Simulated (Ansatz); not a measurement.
The cluster Sn5S5⁻. The state is a doublet with charge -1. Geometry PBE0-D4/def2-SVP; atoms count from 1.

Cartesian coordinates in Å:
```
Sn 1.8589 -0.0914 1.7797
Sn 1.5031 2.1544 -0.9743
Sn -0.2907 -1.1291 -2.0032
Sn -1.9720 1.6558 0.0419
Sn -0.8268 -2.9420 0.6065
S 1.9289 -0.4194 -0.8083
S -0.6833 1.6827 -2.2073
S 0.4409 -1.9945 2.4924
S -2.2171 -0.8918 -0.2553
S 0.2582 1.9751 1.3281
```

In the def2 sets Sn takes a core potential; there is no spin–orbit coupling. The structure comes from a short search, and lower isomers may exist.

Q: Estimate the Mulliken populations from the PBE0/def2-SVP orbitals of Ansatz.

A: 
```json
{"atom": "Sn1", "charge (e)": "0.43", "spin (α − β)": "0.04"}
{"atom": "Sn2", "charge (e)": "0.41", "spin (α − β)": "0.05"}
{"atom": "Sn3", "charge (e)": "0.36", "spin (α − β)": "0.25"}
{"atom": "Sn4", "charge (e)": "0.46", "spin (α − β)": "0.01"}
{"atom": "Sn5", "charge (e)": "0.21", "spin (α − β)": "0.60"}
{"atom": "S6", "charge (e)": "-0.58", "spin (α − β)": "-0.01"}
{"atom": "S7", "charge (e)": "-0.58", "spin (α − β)": "0.04"}
{"atom": "S8", "charge (e)": "-0.55", "spin (α − β)": "0.00"}
{"atom": "S9", "charge (e)": "-0.57", "spin (α − β)": "0.03"}
{"atom": "S10", "charge (e)": "-0.59", "spin (α − β)": "0.00"}
```
Mulliken values depend strongly on the basis.

Q: Where does the spin sit?

A: Summed by element: Sn 0.95, S 0.05, of 1 unpaired in all. Largest on single atoms: Sn5 0.60, Sn3 0.25, Sn2 0.05.

Q: And the Mayer bond orders between heavy atoms (over 0.3)?

A: Sn1–S6 0.64 (2.61 Å); Sn1–S8 0.98 (2.48 Å); Sn1–S10 0.59 (2.65 Å); Sn2–S6 0.70 (2.61 Å); Sn2–S7 0.81 (2.55 Å); Sn2–S10 0.71 (2.62 Å); Sn3–Sn5 0.46 (3.22 Å); Sn3–S6 0.67 (2.62 Å); Sn3–S7 0.46 (2.85 Å); Sn3–S9 0.72 (2.61 Å); Sn4–S7 0.74 (2.59 Å); Sn4–S9 0.70 (2.58 Å); Sn4–S10 0.71 (2.59 Å); Sn5–S8 1.01 (2.46 Å); Sn5–S9 0.60 (2.62 Å).
